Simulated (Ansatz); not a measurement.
Molecule: CH5OSi, charge 0, multiplicity 2. It need not be the lowest isomer of its formula. SMILES: CO[SiH2]
Geometry from a B3LYP-D3(BJ)/def2-TZVP (Ansatz, an electronic-structure program) optimisation:
```
O
C 1 1.4190
H 2 1.0897 1 107.95
H 2 1.0933 3 108.81 1 -120.37
H 2 1.0945 3 108.84 4 -118.54
Si 1 1.6497 2 124.95 3 164.89
H 6 1.4858 1 105.77 2 -165.82
H 6 1.4963 7 110.89 1 -118.84
```
Charge 0, spin multiplicity 2.

Parts of the frozen-core correlation energy in STO-3G (Ansatz, hartree). Frozen orbitals: 7; correlated occupied orbitals by spin: 10 and 9; virtual: 7 and 8. UHF or UKS for open shells. Spin-orbit coupling is left out. Non-relativistic.

```json
[
 {"term": "reference (HF)", "value": "-399.71027"},
 {"term": "MP2 opposite-spin", "value": "-0.10535"},
 {"term": "MP2 same-spin", "value": "…"},
 {"term": "CCSD correlation", "value": "…"},
 {"term": "(T)", "value": "…"},
 {"term": "T1 diagnostic", "value": "0.016"},
 {"term": "largest doubles amplitude", "value": "0.056"},
 {"term": "<S^2> of the reference", "value": "0.752"}
]
```

### Question
Some entries are withheld; supply them.

### Answer

- MP2 same-spin, value: -0.01418
- CCSD correlation, value: -0.16008
- (T), value: -0.00281
